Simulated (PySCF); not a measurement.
Record of a relaxation.

Species: C2H7B2N.
Atom-mapped SMILES: `[BH2:1][NH:2][BH:3][CH:4]=[CH2:5]` (hydrogens: H6, H7 on B1; H8 on N2; H9 on B3; H10 on C4; H11, H12 on C5)

Computed by this run: PBE0-D3(BJ)/def2-SVP geometry optimisation, gas phase (PySCF 2.14.0); density fitting, grid level 1; the optimiser is geomeTRIC in internal coordinates, started from a GFN2-xTB structure with every atom displaced at random (about 0.01 Å). The frame can shift and turn from step to step; on so coarse a grid that alone can change the energy by a few meV, and forces under 0.02 eV/Å are noise.

Step 0: E = -5021.6125 eV, largest atomic force 2.341 eV/Å
```
atom  x, y, z in Å  |  force x, y, z in eV/Å
B1      2.565    0.226   -0.158   -2.021   1.179   0.068
N2      1.250   -0.309   -0.087    0.578   0.450  -0.049
B3     -0.013    0.356   -0.007    1.110  -0.273   0.081
C4     -1.265   -0.481    0.074   -2.307  -0.231   0.062
C5     -2.523    0.031    0.147    1.308  -0.056   0.091
H6      3.471   -0.454   -0.230    1.576  -1.316  -0.090
H7      2.671    1.413   -0.160    0.110   0.433   0.022
H8      1.222   -1.311   -0.094   -0.183  -0.736  -0.008
H9     -0.017    1.533    0.032   -0.074   0.798  -0.043
H10    -1.231   -1.572    0.075    0.243  -0.334  -0.042
H11    -3.425   -0.568    0.218   -0.247  -0.334  -0.026
H12    -2.666    1.106    0.182   -0.091   0.419  -0.067
```

Step 1: E = -5021.7682 eV, largest atomic force 0.568 eV/Å
```
atom  x, y, z in Å  |  force x, y, z in eV/Å
B1      2.524    0.259   -0.314    0.464  -0.283   0.005
N2      1.262   -0.361   -0.211   -0.225  -0.179  -0.020
B3     -0.004    0.285   -0.072   -0.239  -0.067   0.042
C4     -1.330   -0.523    0.083    0.543   0.091   0.140
C5     -2.477    0.091    0.398   -0.441  -0.014  -0.119
H6      3.516   -0.454   -0.397   -0.222   0.219  -0.005
H7      2.612    1.459   -0.305   -0.047   0.069  -0.007
H8      1.248   -1.381   -0.221    0.030   0.125  -0.006
H9     -0.025    1.495   -0.040    0.010  -0.003  -0.026
H10    -1.329   -1.621    0.035   -0.039  -0.013  -0.062
H11    -3.414   -0.460    0.564    0.110   0.086   0.025
H12    -2.542    1.184    0.469    0.057  -0.031   0.034
```

Step 2: E = -5021.7774 eV, largest atomic force 0.136 eV/Å
```
atom  x, y, z in Å  |  force x, y, z in eV/Å
B1      2.525    0.241   -0.318    0.107   0.061  -0.045
N2      1.259   -0.378   -0.200    0.057  -0.028  -0.011
B3      0.004    0.287   -0.047   -0.106  -0.023  -0.007
C4     -1.318   -0.513    0.109   -0.021  -0.051   0.078
C5     -2.487    0.089    0.381    0.022   0.108  -0.027
H6      3.534   -0.425   -0.432   -0.132  -0.026   0.021
H7      2.583    1.447   -0.309   -0.003   0.024   0.013
H8      1.240   -1.394   -0.215   -0.009   0.000   0.004
H9     -0.007    1.497   -0.027    0.019  -0.011   0.007
H10    -1.317   -1.610    0.046    0.002  -0.019  -0.009
H11    -3.428   -0.450    0.540    0.051  -0.058  -0.031
H12    -2.546    1.181    0.461    0.011   0.023   0.007
```

Step 3: E = -5021.7807 eV, largest atomic force 0.110 eV/Å
```
atom  x, y, z in Å  |  force x, y, z in eV/Å
B1      2.523    0.250   -0.326   -0.072   0.012  -0.020
N2      1.260   -0.376   -0.195    0.040   0.097   0.001
B3      0.001    0.278   -0.028    0.052  -0.006  -0.037
C4     -1.315   -0.523    0.131   -0.086   0.048   0.004
C5     -2.481    0.100    0.372    0.077  -0.076   0.017
H6      3.509   -0.435   -0.455    0.060  -0.027   0.000
H7      2.588    1.457   -0.312   -0.013  -0.033   0.008
H8      1.247   -1.392   -0.213    0.004  -0.037   0.003
H9     -0.013    1.488   -0.012    0.006   0.006   0.025
H10    -1.323   -1.620    0.064   -0.011   0.022   0.025
H11    -3.420   -0.445    0.512   -0.065   0.003  -0.013
H12    -2.533    1.191    0.450    0.008  -0.008  -0.012
```

Step 4: E = -5021.7816 eV, largest atomic force 0.071 eV/Å
```
atom  x, y, z in Å  |  force x, y, z in eV/Å
B1      2.527    0.250   -0.333   -0.032   0.008   0.010
N2      1.264   -0.374   -0.197   -0.038  -0.016  -0.004
B3      0.003    0.275   -0.022    0.023   0.067  -0.006
C4     -1.318   -0.520    0.140   -0.001  -0.057  -0.004
C5     -2.487    0.099    0.372    0.021   0.025  -0.017
H6      3.513   -0.438   -0.463    0.029  -0.006  -0.008
H7      2.593    1.455   -0.314   -0.005  -0.009  -0.004
H8      1.253   -1.391   -0.216    0.005  -0.016   0.000
H9     -0.009    1.485   -0.001   -0.001   0.011   0.016
H10    -1.328   -1.618    0.077    0.003  -0.005   0.014
H11    -3.431   -0.441    0.502   -0.001  -0.006   0.000
H12    -2.537    1.191    0.443   -0.004   0.005   0.003
```

Step 5: E = -5021.7820 eV, largest atomic force 0.080 eV/Å
```
atom  x, y, z in Å  |  force x, y, z in eV/Å
B1      2.523    0.244   -0.339    0.028   0.001   0.012
N2      1.260   -0.376   -0.196    0.006  -0.026  -0.013
B3      0.005    0.283   -0.014   -0.013  -0.044   0.011
C4     -1.313   -0.519    0.148    0.030   0.003   0.003
C5     -2.484    0.099    0.369   -0.065   0.033  -0.032
H6      3.512   -0.441   -0.477   -0.019   0.003  -0.005
H7      2.588    1.448   -0.316    0.007   0.017  -0.008
H8      1.243   -1.393   -0.217   -0.008   0.023   0.001
H9     -0.004    1.493    0.016   -0.001  -0.011   0.005
H10    -1.320   -1.617    0.092    0.012  -0.006   0.005
H11    -3.431   -0.440    0.490    0.029   0.004   0.011
H12    -2.536    1.191    0.431   -0.007   0.003   0.010
```

Step 6: E = -5021.7824 eV, largest atomic force under 0.02 eV/Å
```
atom  x, y, z in Å  |  force x, y, z in eV/Å
B1      2.523    0.243   -0.342    0.008   0.002  -0.008
N2      1.261   -0.380   -0.194    0.002  -0.017  -0.001
B3      0.007    0.278   -0.005   -0.010  -0.011   0.000
C4     -1.314   -0.518    0.156    0.013   0.008  -0.003
C5     -2.485    0.104    0.364   -0.015  -0.003  -0.010
H6      3.511   -0.439   -0.491   -0.011  -0.002   0.002
H7      2.585    1.448   -0.318    0.008   0.007   0.000
H8      1.246   -1.396   -0.220   -0.004   0.012   0.000
H9      0.001    1.488    0.029   -0.001  -0.004   0.006
H10    -1.324   -1.617    0.105    0.004  -0.002   0.008
H11    -3.432   -0.435    0.484    0.006   0.010   0.002
H12    -2.537    1.197    0.421   -0.001  -0.001   0.003
```

Step 7: E = -5021.7825 eV, largest atomic force 0.029 eV/Å
```
atom  x, y, z in Å  |  force x, y, z in eV/Å
B1      2.524    0.240   -0.350   -0.018  -0.008  -0.005
N2      1.261   -0.379   -0.193    0.002   0.007   0.005
B3      0.008    0.278    0.008    0.007   0.005  -0.008
C4     -1.313   -0.517    0.168   -0.026   0.004  -0.005
C5     -2.487    0.108    0.357    0.027   0.000   0.011
H6      3.504   -0.450   -0.511    0.010   0.004   0.000
H7      2.594    1.445   -0.321    0.002  -0.006   0.002
H8      1.242   -1.395   -0.223    0.001  -0.005  -0.001
H9      0.003    1.487    0.049    0.000   0.002   0.003
H10    -1.322   -1.616    0.127    0.000   0.001   0.006
H11    -3.435   -0.428    0.474   -0.004  -0.007  -0.005
H12    -2.538    1.201    0.406   -0.001   0.003  -0.003
```

Step 8: E = -5021.7825 eV, largest atomic force under 0.02 eV/Å
```
atom  x, y, z in Å  |  force x, y, z in eV/Å
B1      2.523    0.236   -0.354   -0.006   0.000   0.003
N2      1.261   -0.383   -0.193    0.002  -0.001   0.002
B3      0.010    0.277    0.012    0.002   0.006  -0.001
C4     -1.314   -0.515    0.173    0.001   0.000  -0.003
C5     -2.487    0.112    0.356    0.005  -0.006   0.005
H6      3.505   -0.451   -0.521   -0.001  -0.001  -0.001
H7      2.593    1.441   -0.321    0.002  -0.002  -0.002
H8      1.241   -1.399   -0.226    0.000  -0.003  -0.001
H9      0.007    1.486    0.057    0.000   0.002  -0.001
H10    -1.324   -1.614    0.138   -0.002   0.001   0.001
H11    -3.435   -0.424    0.470   -0.005   0.003   0.000
H12    -2.537    1.206    0.399    0.001   0.000  -0.001
```

Problem. Summarise the path.

Solution. The energy falls by 0.1701 eV from step 0 to step 8; nine tenths of that is first reached at step 1. It falls at every step. The largest force goes from 2.341 to under 0.02 eV/Å. Among the bonds B1–H6 changes most, from 1.136 to 1.210 Å; the atoms move by 0.082 Å rms after alignment.

Problem. Follow the three bonds and two angles with the largest change from start to end.

Solution. 
| step | E above end (eV) | largest force (eV/Å) | B1–H6 (Å) | B3–C4 (Å) | B3–H9 (Å) | C5–C4–H10 (°) | B1–N2–B3 (°) |
| --- | --- | --- | --- | --- | --- | --- | --- |
| 0 | 0.1701 | 2.341 | 1.136 | 1.509 | 1.178 | 113.9 | 130.1 |
| 1 | 0.0144 | 0.568 | 1.224 | 1.561 | 1.210 | 118.0 | 127.0 |
| 2 | 0.0051 | 0.136 | 1.214 | 1.553 | 1.210 | 117.4 | 126.3 |
| 3 | 0.0018 | 0.110 | 1.207 | 1.548 | 1.210 | 117.8 | 126.5 |
| 4 | 0.0010 | 0.071 | 1.209 | 1.550 | 1.210 | 117.5 | 126.8 |
| 5 | 0.0006 | 0.080 | 1.211 | 1.552 | 1.210 | 117.6 | 126.5 |
| 6 | 0.0001 | under 0.02 | 1.210 | 1.551 | 1.210 | 117.6 | 126.5 |
| 7 | 0.0000 | 0.029 | 1.210 | 1.551 | 1.210 | 117.6 | 126.6 |
| 8 | 0.0000 | under 0.02 | 1.210 | 1.551 | 1.210 | 117.6 | 126.5 |

The cost below is that of the whole optimisation. Time: 29 s; peak memory 0.42 GiB. Hardware: one thread, Arm Neoverse V1 (aarch64), no GPU, shared host.
